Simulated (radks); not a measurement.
The osmium ion Os5+, 71 electrons, occupied as [Xe] 4f14 5d3.

Method: Dirac Kohn-Sham, LDA (Slater exchange, Perdew-Wang correlation), spin-unpolarised, spherical densities, finite nucleus; open shells fill j = l - 1/2 first; Fermi nuclear charge, rms radius 5.4126 fm; computed with a radial shooting solver on a logarithmic mesh with Libxc functionals.

Energy parts (eV):
part                       energy
total                  -469755.82
kinetic                 532829.85
electron-nucleus      -1172635.97
Hartree                 178998.64
exchange-correlation     -8948.34

Orbitals (lengths in bohr, moments of r in powers of bohr; r(max) is where P^2 peaks):
orbital	occ.	eigenvalue (eV)	<1/r>	<r^2>	r(max)
1s1/2	2	-73737.21	90.34	0.0004342	0.01104
2s1/2	2	-12886.79	22.07	0.006593	0.06365
2p1/2	2	-12347.92	22.05	0.004687	0.04711
2p3/2	4	-10818.45	18.31	0.005882	0.05416
3s1/2	2	-3046.047	8.103	0.04297	0.1792
3p1/2	2	-2803.683	8.023	0.03930	0.1675
3p3/2	4	-2470.214	7.051	0.04582	0.1819
3d3/2	4	-2061.523	6.950	0.03535	0.1420
3d5/2	6	-1989.215	6.723	0.03713	0.1460
4s1/2	2	-691.0934	3.418	0.2109	0.4054
4p1/2	2	-589.2719	3.310	0.2164	0.4043
4p3/2	4	-510.6883	2.970	0.2509	0.4346
4d3/2	4	-342.9624	2.761	0.2698	0.4294
4d5/2	6	-328.3997	2.681	0.2825	0.4389
4f5/2	6	-115.7413	2.263	0.3715	0.4023
4f7/2	8	-112.9190	2.231	0.3824	0.4071
5s1/2	2	-152.5852	1.366	1.111	0.9111
5p1/2	2	-120.4967	1.247	1.305	0.9673
5p3/2	4	-107.4824	1.132	1.526	1.046
5d3/2	3	-63.2280	0.8823	2.432	1.257
5d5/2	0	-61.6795	0.8599	2.543	1.288

The highest occupied level is 5d3/2 at -63.228 eV. For comparison, the ionisation energy in NIST's Atomic Spectra Database is 70 eV (theoretical). In exact Kohn-Sham theory the highest level is minus the ionisation energy, but local and semilocal functionals leave it too shallow, through self-interaction and a potential that decays too fast; potentials with the right tail come closer.

Beside tabulated values, note that spin-unpolarised runs miss the spin-polarisation part of the exchange energy of open shells.
